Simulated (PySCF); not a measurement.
# Correlation energy of B (boron, neutral)

[He] 2s1 2p2, high-spin 4P determinant (an excited configuration). Computed with PySCF 2.14 in x2c-TZVPPall (5s3p2d1f, 31 functions), with scalar relativity by spin-free X2C-1e. Frozen: nothing; 5 electrons correlated.

MP2 pair energies summed by pair of shells (mhartree):

```tsv
pair	energy	share (%)
1s-1s	-12.62	48.4
2p-2p	-6.44	24.7
2s-2p	-4.58	17.6
1s-2p	-1.35	5.2
1s-2s	-1.08	4.1
```

Total MP2 correlation energy: -26.06 mhartree.

Same-spin part -11.63 and opposite-spin part -14.44 mhartree; SCS-MP2 scales them by 1/3 and 6/5 to -21.20 mhartree.

This basis was not built for core-valence correlation, so the inner-shell part is incomplete.
